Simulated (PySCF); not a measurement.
CH6ClNOSi2, SMILES [Si@@]1(Cl)(O)CN[SiH2]1.

The structure is a stationary point at PBE-D3(BJ)/def2-SVP. The structure was generated by enumeration; whether it is a known compound was not checked. The values are those of a single conformer.

The numbers are results of PBE-D3(BJ)/def2-SVP (PySCF), not measurements.

Frequencies are harmonic and unscaled.

```csv
mode,ν (cm⁻¹),IR (km/mol),moving atoms (share of kinetic energy)
1,57,0.7,"N 44 %, H 20 %, Cl 16 %, Si 9 %"
2,113,0.6,"Si 34 %, Cl 22 %, H 19 %, O 13 %, N 9 %"
3,160,14.5,"H 43 %, Cl 20 %, C 15 %, O 11 %, Si 8 %"
4,190,17.9,"H 46 %, C 15 %, O 14 %, Si 13 %, Cl 10 %"
5,231,25.5,"Si 37 %, O 32 %, H 15 %, C 11 %"
6,271,72.7,"H 47 %, O 38 %"
7,362,61.2,"H 68 %, Cl 15 %"
8,382,40.9,"H 24 %, Si 22 %, Cl 17 %, O 15 %, N 12 %, C 9 %"
9,429,11.4,"H 48 %, Si 32 %, N 10 %"
10,442,2.5,"Si 45 %, H 43 %"
11,548,179.5,"Si 61 %, Cl 20 %, H 10 %"
12,632,29.6,"H 85 %, Si 9 %"
13,678,21.8,"C 42 %, H 30 %, Si 23 %"
14,720,80.5,"H 66 %, Si 13 %, N 9 %"
15,756,50.6,"H 65 %, C 13 %, O 9 %"
16,786,124.9,"H 44 %, N 28 %, Si 21 %"
17,811,173.1,"H 51 %, Si 18 %, O 18 %"
18,896,48.2,"Si 38 %, O 34 %, H 26 %"
19,965,140.3,H 91 %
20,1046,23.0,"N 33 %, H 33 %, C 33 %"
21,1118,19.7,"H 68 %, C 22 %, N 9 %"
22,1128,0.4,H 89 %
23,1282,23.8,"H 64 %, N 21 %, C 14 %"
24,1425,4.1,H 92 %
25,2104,165.8,H 96 %
26,2119,144.8,H 97 %
27,2923,55.1,H 95 %
28,2973,24.1,"H 90 %, C 10 %"
29,3509,13.8,H 93 %
30,3758,104.5,H 94 %
```
